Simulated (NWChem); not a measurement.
System: C₃H₅F; SMILES C/C=C\F

Here is an NWChem input.

```
start job
memory heap 200 mb stack 900 mb global 1100 mb
geometry units angstroms
  C     -1.610022     0.110921     0.408160
  C     -0.524827    -0.804336    -0.047815
  C      0.725251    -0.444664    -0.268795
  F      1.153034     0.821664    -0.098402
  H     -1.233425     1.122060     0.535832
  H     -2.019938    -0.238448     1.355129
  H     -2.419885     0.122068    -0.320370
  H     -0.786518    -1.839153    -0.208030
  H      1.523414    -1.092427    -0.598694
end
basis spherical
  * library def2-svp
end
dft
  xc xpbe96 cpbe96
  disp vdw 4
  iterations 150
end
driver
  maxiter 120
end
task dft optimize
task dft freq
```

Output (shortened):

```
             Northwest Computational Chemistry Package (NWChem) 7.3.0
             --------------------------------------------------------

 CS  symmetry detected

                             Geometry "geometry" -> ""
                             -------------------------

 Output coordinates in angstroms (scale by  1.889725989 to convert to a.u.)

  No.       Tag          Charge          X              Y              Z
 ---- ---------------- ---------- -------------- -------------- --------------
    1 C                    6.0000     0.54950848     1.47476903     0.00000000
    2 C                    6.0000    -0.65000814     0.58909604     0.00000000
    3 C                    6.0000    -0.61661121    -0.72990955     0.00000000
    4 F                    9.0000     0.53901340    -1.42283843     0.00000000
    5 H                    1.0000     1.46309788     0.88665176     0.00000000
    6 H                    1.0000     0.53959569     2.11694841     0.87994691
    7 H                    1.0000     0.53959569     2.11694841    -0.87994691
    8 H                    1.0000    -1.61731891     1.06795628     0.00000000
    9 H                    1.0000    -1.47342572    -1.38669210     0.00000000

 Effective nuclear repulsion energy (a.u.)     116.2564445304

      Symmetry information
      --------------------

 Group name             Cs
 Group number              2
 Group order               2
 No. of unique centers     8

                                Z-matrix (autoz)
                                --------

 Units are Angstrom for bonds and degrees for angles

[...]

      ----------------------
      Optimization converged
      ----------------------

  Step       Energy      Delta E   Gmax     Grms     Xrms     Xmax
  ---- ---------------- -------- -------- -------- -------- --------
@    4    -216.72760519 -3.8D-07  0.00004  0.00001  0.00035  0.00081
                                     ok       ok       ok       ok

                                Z-matrix (autoz)
                                --------

 Units are Angstrom for bonds and degrees for angles

[...]

 Rotational Constants
 --------------------
 A=   0.596168 cm-1  (  0.857734 K)
 B=   0.184745 cm-1  (  0.265801 K)
 C=   0.144907 cm-1  (  0.208485 K)

 Temperature                      =   298.15K
 frequency scaling parameter      =   1.0000

 Zero-Point correction to Energy  =   44.162 kcal/mol  (  0.070377 au)
 Thermal correction to Energy     =   47.142 kcal/mol  (  0.075126 au)
 Thermal correction to Enthalpy   =   47.734 kcal/mol  (  0.076069 au)

 Total Entropy                    =   68.958 cal/mol-K
   - Translational                =   38.180 cal/mol-K (mol. weight =  60.0375)
   - Rotational                   =   24.118 cal/mol-K (symmetry #  =        1)
   - Vibrational                  =    6.661 cal/mol-K

 Cv (constant volume heat capacity) =   15.406 cal/mol-K
   - Translational                  =    2.979 cal/mol-K
   - Rotational                     =    2.979 cal/mol-K
   - Vibrational                    =    9.447 cal/mol-K

[normal modes left out]

 ----------------------------------------------------------------------------
 Normal Eigenvalue ||           Projected Infra Red Intensities
  Mode   [cm**-1]  || [atomic units] [(debye/angs)**2] [(KM/mol)] [arbitrary]
 ------ ---------- || -------------- ----------------- ---------- -----------
    1       -0.000 ||    0.000212           0.005         0.207       0.173
    2       -0.000 ||    0.000273           0.006         0.266       0.222
    3       -0.000 ||    0.000001           0.000         0.001       0.001
    4       -0.000 ||    0.000566           0.013         0.552       0.461
    5       -0.000 ||    0.000612           0.014         0.596       0.498
    6       -0.000 ||    0.000233           0.005         0.227       0.190
    7      147.636 ||    0.000099           0.002         0.096       0.081
    8      237.542 ||    0.003277           0.076         3.195       2.671
    9      421.974 ||    0.013273           0.306        12.939      10.816
   10      662.795 ||    0.000691           0.016         0.674       0.563
   11      737.777 ||    0.029551           0.682        28.808      24.082
   12      891.937 ||    0.000354           0.008         0.345       0.289
   13      921.689 ||    0.006934           0.160         6.760       5.651
   14     1002.023 ||    0.064071           1.478        62.460      52.212
   15     1006.708 ||    0.000627           0.014         0.612       0.511
   16     1115.777 ||    0.028406           0.655        27.692      23.148
   17     1227.959 ||    0.042275           0.975        41.212      34.451
   18     1318.459 ||    0.005803           0.134         5.657       4.729
   19     1367.687 ||    0.014231           0.328        13.873      11.597
   20     1408.520 ||    0.008764           0.202         8.543       7.142
   21     1410.033 ||    0.000438           0.010         0.427       0.357
   22     1709.612 ||    0.054800           1.264        53.421      44.657
   23     2964.671 ||    0.021673           0.500        21.128      17.662
   24     3029.933 ||    0.011662           0.269        11.369       9.503
   25     3083.374 ||    0.004424           0.102         4.312       3.605
   26     3108.916 ||    0.000636           0.015         0.620       0.518
   27     3131.435 ||    0.017439           0.402        17.000      14.211
 ----------------------------------------------------------------------------
```

Level: PBE-D3(BJ)/def2-SVP.
